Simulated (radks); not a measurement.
Spherical quantum dot in the effective-mass picture: electrons in a parabolic well V = omega^2 r^2 / 2 with omega = 2.33, with a point charge +1 (a donor) at the centre, all in effective atomic units (hartree* = m*/eps^2 hartree, bohr* = eps/m* bohr), one dielectric constant everywhere. Calculated with a radial shooting solver with Libxc functionals: non-relativistic Kohn-Sham, LDA (Slater exchange, Perdew-Wang correlation), spin-polarised, spherical densities. Levels are named by radial order and angular momentum (1s, 1p, 1d, 2s, ...), and open shells are averaged over m.

N = 26, configuration 1s2 1p6 1d10 2s2 1f(up 6, down 0). This is the lowest configuration that the search found. Occupied and some empty levels:

| level | occupation | eigenvalue (hartree*) | <r> (bohr*) |
|---|---|---|---|
| 1s up | 1 | 20.439 | 0.8930 |
| 1s down | 1 | 20.485 | 0.8792 |
| 1p up | 3 | 21.988 | 1.264 |
| 1p down | 3 | 22.079 | 1.253 |
| 2s up | 1 | 23.212 | 1.295 |
| 2s down | 1 | 23.299 | 1.300 |
| 1d up | 5 | 23.412 | 1.481 |
| 1d down | 5 | 23.525 | 1.476 |
| 1f up | 6 | 24.906 | 1.645 |
| 1f down | 0 | 25.028 | 1.645 |
| 2p up | 0 | 25.103 | 1.467 |
| 2p down | 0 | 25.183 | 1.471 |
| 1g up | 0 | 26.487 | 1.782 |
| 1g down | 0 | 26.609 | 1.784 |
| 2d up | 0 | 26.856 | 1.630 |
| 2d down | 0 | 26.937 | 1.632 |

Energy (hartree*): total 395.006, kinetic 67.090, external 132.23, Hartree 214.73, exchange-correlation -19.049.

Electron density:

| r (bohr*) | n(r) (e/bohr*^3) |
|---|---|
| 0.134 | 2.732 |
| 0.356 | 1.687 |
| 0.580 | 1.157 |
| 0.802 | 1.028 |
| 1.03 | 1.071 |
| 1.25 | 1.050 |
| 1.47 | 0.8584 |
| 1.70 | 0.5568 |
| 1.92 | 0.2791 |
| 2.14 | 0.1064 |
| 2.36 | 0.03060 |
| 2.59 | 0.006630 |
| 2.81 | 0.001084 |
